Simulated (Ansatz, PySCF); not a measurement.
System: C3H6O, charge 0, singlet. C3H6O (SMILES C=CCO).
B3LYP-D3(BJ)/def2-TZVP minimum from Ansatz (a program for electronic structure):
```
C
C 1 1.3271
H 2 1.0825 1 121.90
H 2 1.0847 3 116.79 1 179.46
H 1 1.0863 2 120.26 3 -1.03
C 1 1.4963 5 115.57 2 178.75
H 6 1.0922 1 110.53 5 60.03
H 6 1.0967 7 107.77 1 -120.37
O 6 1.4280 7 105.02 8 -118.62
H 9 0.9640 6 107.86 7 -175.79
```
Charge 0, spin multiplicity 1.

Atomisation energy term by term, kcal/mol (programs: Ansatz). Open shells are spin-unrestricted; no spin-orbit coupling. Correlated methods leave the cores frozen. Rows without X2C or -DK are non-relativistic. CBS(X,Y): correlation extrapolated as X^-3, Hartree-Fock from the larger set. A bracket is a step between two methods taken in the basis named. '+ core + X2C': CCSD(T) terms for core correlation (cc-pwCVTZ) and scalar relativity (cc-pVTZ-DK). Where a partner has so few electrons that a lower coupled-cluster level is exact, that level stands in.

| term | basis | kcal/mol |
|---|---|---|
| Hartree-Fock | cc-pVQZ | 699.54 |
| CCSD correlation | CBS(cc-pVTZ,cc-pVQZ) | 240.64 |
| (T) | CBS(cc-pVTZ,cc-pVQZ) | 15.77 |
| CCSDT(Q) - CCSD(T) | cc-pVDZ | 0.74 |
| core correlation | cc-pwCVTZ | 3.70 |
| scalar relativity | X2C, cc-pVTZ-DK | -0.78 |
| minus zero-point energy | Hessian by PySCF at B3LYP-D3(BJ)/def2-TZVP | -53.34 |
| sum: D0 |  | 906.3 |
